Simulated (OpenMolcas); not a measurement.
**Sb II: CASPT2 settings compared**

* Program: OpenMolcas 26.06
* Basis: ANO-RCC-VQZP [8s7p5d3f2g]
* Scalar Hamiltonian: X2C, point nucleus
* Active space: 2 electrons in 3 orbitals (5p)
* State averaging: 2S+1 = 3 even, 3 roots; 2S+1 = 1 even, 6 roots kept (CI in the orbitals of an earlier block)
* Spin-orbit coupling: RASSI with atomic mean-field integrals over the reference wave functions, term energies averaged over their components

Methods on the same reference wave functions:
A. CASSCF
B. XMS-CASPT2, IPEA 0 Eh, no level shift (closed shells correlated: 4d 5s)
C. XMS-CASPT2, IPEA 0 Eh, imaginary shift 0.4 Eh (closed shells correlated: 4s 4p 4d 5s)
D. XMS-CASPT2, IPEA 0.6 Eh, sigma2 regulariser 0.4 Eh (closed shells correlated: 4s 4p 4d 5s)

Energies in cm-1 above 5s2 5p2 3P0, the measured ground level; measured values from NIST Handbook of Basic Atomic Spectroscopic Data.

```
      Level      A      B      C      D  Measured
5s2 5p2 3P0    0.0    0.0    0.0    0.0       0.0
5s2 5p2 3P1   2434   2620   2610   2650      3055
5s2 5p2 3P2   5097   5010   5000   5000      5658
5s2 5p2 1D2  14248  11950  11900  11680     12790
5s2 5p2 1S0  28672  23600  23650  22950     23906
```

Deviations, from unrounded energies. A percentage is the sum of absolute deviations over the sum of measured energies, with the sign that they share, or ± where signs differ.

```csv
Against measurement,Levels,A,B,C,D
mean absolute deviation (cm-1),4,1900,560,560,790
fine structure of the ground term (%),2,-13.6,-12.4,-12.6,-12.3
other terms of the ground configuration (%),2,+17.0,-3.1,-3.1,-5.6
```

B, C lie about equally close to measurement and A furthest from it. The largest miss of B in the table is 5s2 5p2 1D2, by -840 cm-1. The ranking rests on the paired levels alone, and a cruder setting can come out closer through cancelling errors.

Among B to D the level of the table that moves most is 5s2 5p2 1S0, by 710 cm-1 (lowest in D, highest in C). Moves below CASPT2's spread within the term are not significant.

The mean deviations of B to D differ by less than CASPT2's widest spread within a term (1400 cm-1), so their order carries little weight.

From A to B the spin-free energies of the other terms of 5s2 5p2 shown, above 3P, scale by factors of 0.71 to 0.77.

The lowest spin-free term lies below A's lowest term by 0.530 hartree in B, 0.762 hartree in C, 0.747 hartree in D.

CASPT2 does not keep the components of a term degenerate, so their means are used; among the terms shown or strongly mixed into the levels shown the widest spread is 1400 cm-1 (5s2 5p2 1D, D). Terms from blocks run as CI alone lack orbitals of their own. With the s shell closed, the reference lacks s² → p² mixing. Computed and measured levels are paired by configuration, term and J; levels that our copy of the source lacks, or whose pairing is in doubt (as where it misses far off the trend of its configuration), stay unpaired and out of the deviations. Levels of configurations outside the active space are missing.
